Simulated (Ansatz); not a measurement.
Ansatz results at the PBE0-D4/def2-TZVP geometry: HOMO energy (PBE/def2-TZVPP) -5.69 eV; size of the dipole moment (B3LYP/def2-TZVPP) 0.73 D; HOMO–LUMO gap (B3LYP/def2-TZVPP) 7.06 eV.

Each molecule was computed in one conformer, which needn't be the lowest.

Question: Which molecule gave them?
A. `C[CH](C)[SnH]([CH](C)C)[CH](C)C`
B. `[CH3][SnH2][Cl]`
C. `N#[C][SnH3]`
D. `[SH][Sn]([SH])([SH])[Cl]`

Answer: A. The others give `N#[C][SnH3]`: -8.23, 4.30, 8.68; `[CH3][SnH2][Cl]`: -7.00, 2.93, 7.31; `[SH][Sn]([SH])([SH])[Cl]`: -6.60, 1.73, 5.03.

B3LYP here is the variant with VWN-RPA as its local correlation; programs differ in this.
